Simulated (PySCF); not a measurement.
## Which enantiomer?

Computed, not measured: TDDFT CAM-B3LYP/def2-SVPD circular dichroism and optical rotation, one conformer, gas phase in PySCF 2.14.0. Geometry: GFN2-xTB.

For a gas-phase anion, states above the detachment energy (about 2.2 eV, taken as minus the energy of the highest occupied orbital) lie in the continuum and depend on the basis.

Values for one enantiomer of [C₅H₃F₂O]-, R in 10⁻⁴⁰ esu² cm² (velocity form):
```
λ (nm)      f      R
   265  0.002   -5.8
   260  0.006   +7.9
   239  0.009  +18.0
   236  0.088  +59.0
   231  0.041  -16.9
   226  0.069  -12.0
   223  0.006   +2.2
   217  0.047   -4.3
   215  0.030  -17.7
   209  0.036   +1.4
   206  0.023  +15.3
   199  0.067  -17.4
   195  0.034  +22.6
   191  0.059  -10.7
   187  0.075  -16.6
   183  0.018  -17.4
```

[α] at 589.3 nm: +180 deg dm⁻¹ (g/mL)⁻¹ (origin-invariant length gauge).

Question: Which structure gives these signs?
A. C#C[C@@H]1[C@@H]([O-])C1(F)F
B. C#C[C@H]1[C@H]([O-])C1(F)F

Answer: A. Its CIP labels in SMILES order are R, R; the other enantiomer gives every sign reversed.

The signs above follow by mirror symmetry from the run on the other enantiomer. Geometry of C#C[C@H]1[C@H]([O-])C1(F)F as run:
```xyz
11

C     2.165    0.046    1.286
C     1.199   -0.295    0.652
C     0.022   -0.645   -0.030
C    -1.365    0.214    0.173
O    -2.488   -0.339    0.342
C    -0.552    0.246   -1.099
F    -0.920   -0.344   -2.280
F     0.162    1.371   -1.457
H     3.014    0.328    1.833
H    -0.138   -1.701   -0.212
H    -1.095    1.122    0.766
```
